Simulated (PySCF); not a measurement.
Estimate the missing entries of this data sheet.

Compound: C6H6F4.
SMILES: `C(#CC[C@H](F)C(F)(F)F)C`

Conformer (atom-mapped SMILES and torsion angles): `[CH3:1][C:2]#[C:3][CH2:4][C@H:5]([F:6])[C:7]([F:8])([F:9])[F:10]`: C3–C4–C5–F6 -171°, C4–C5–C7–F8 51°.

```json
{"property": "point group", "level": "PBE0-D3(BJ)/def2-SVP", "value": "C1"}
{"property": "rotational constants A, B, C", "level": "PBE0-D3(BJ)/def2-SVP", "value": "?"}
{"property": "dipole moment", "level": "CAM-B3LYP/def2-SVPD", "value": "?"}
{"property": "HOMO energy", "level": "CAM-B3LYP/def2-SVPD", "value": "-9.01 eV"}
{"property": "LUMO energy", "level": "CAM-B3LYP/def2-SVPD", "value": "1.08 eV"}
{"property": "lowest singlet excitation", "level": "TDDFT CAM-B3LYP/def2-SVPD", "value": "?"}
{"property": "strongest line among the 6 lowest singlet transitions", "level": "TDDFT CAM-B3LYP/def2-SVPD", "value": "S5 at 7.16 eV (173 nm, f = 0.013)"}
{"property": "static isotropic polarisability", "level": "CAM-B3LYP/def2-SVPD", "value": "75.0 au"}
{"property": "electronic spatial extent ⟨r²⟩ about the centre of nuclear charge", "level": "CAM-B3LYP/def2-SVPD", "value": "?"}
```

The electronic properties come from PySCF, for the isolated species, density fitting. Geometry: PBE0-D3(BJ)/def2-SVP, one conformer, isolated molecule.

Task: Give the electronic spatial extent ⟨r²⟩ about the centre of nuclear charge.

Result: 1722 bohr².

Task: Give the rotational constants A, B, C.

Result: 2.234, 0.759, 0.645 GHz.

Task: Give the dipole moment.

Result: 2.90 D.

Task: Give the lowest singlet excitation.

Result: 6.45 eV (192 nm, f = 0.000).

In wavenumbers S1 is 52000 cm⁻¹ (1 eV = 8065.54 cm⁻¹). The polarisability is 11.12 Å³ as a volume (1 au = 0.148185 Å³), or 0.96 au for each of the 78 electrons. With B = h/(8π²I), that is 505.379 GHz u Å² over I, the principal moments of inertia are 226.2, 665.9 and 783.0 u Å² (most abundant isotopes); the inertial defect Ic − Ia − Ib is -109.1 u Å² (zero for a rigid planar frame, negative otherwise). The rotational constants make it an asymmetric top with κ = (2B − A − C)/(A − C) = -0.86, nearer the prolate limit (−1). The dipole matches unit charges of opposite sign 0.60 Å apart (1 e·Å = 4.8032 D). The principal polarisabilities are 60.0, 64.7 and 100.3 au; their mean is the isotropic value.
